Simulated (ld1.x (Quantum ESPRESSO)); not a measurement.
Transferability test, TM potential for krypton

* Element: krypton
* Generator: ld1.x (Quantum ESPRESSO) 7.5
* Type: norm-conserving Troullier–Martins (Kleinman–Bylander form)
* Functional: LDA (PZ)
* Relativity: scalar-relativistic
* Frozen core: [Ar] 3d10
* Valence charge: 8
* Reference configuration: 4s2 4p6
* Partial waves: 4s (bound): rc 1.25 bohr; 4p (bound): rc 1.20 bohr; 4d channel at -0.05 Ry: rc 1.05 bohr
* Local potential: the d channel
* Core correction: Bessel-smoothed model core inside 1.00 bohr

Energies are relative to the spin-unpolarised reference configuration 4s2 4p6; without spin polarisation the order of configurations can differ from experiment. Spin-polarised rows fill each open shell by Hund’s rule, majority spin first.

```csv
valence configuration,charge,ΔE all-electron (eV),error AE − PS (meV)
4s2 4p5,+1,14.436,+0.7
4s2 4p4,+2,39.774,+7.7
4s2 4p3,+3,77.047,+19
4s2 4p5.5,+0.5,5.929,-0.3
4s1 4p6,+1,28.973,+2.7
4s2 4p2,+4,127.121,+22
4s2 4p4 (spin-polarised),+2,38.960,+6.4
```

Question: What are ΔE and the potential's error for 4s2 4p5 (spin-polarised)?

Answer: ΔE = 14.259 eV all-electron; the error (AE − PS) is +0.8 meV.

Note: ghost states, extra bound levels that the all-electron valence spectrum of the same l lacks: s at -2109.0 eV, p at -1143.1 eV. A true bound ghost makes a file unfit for plane-wave use.
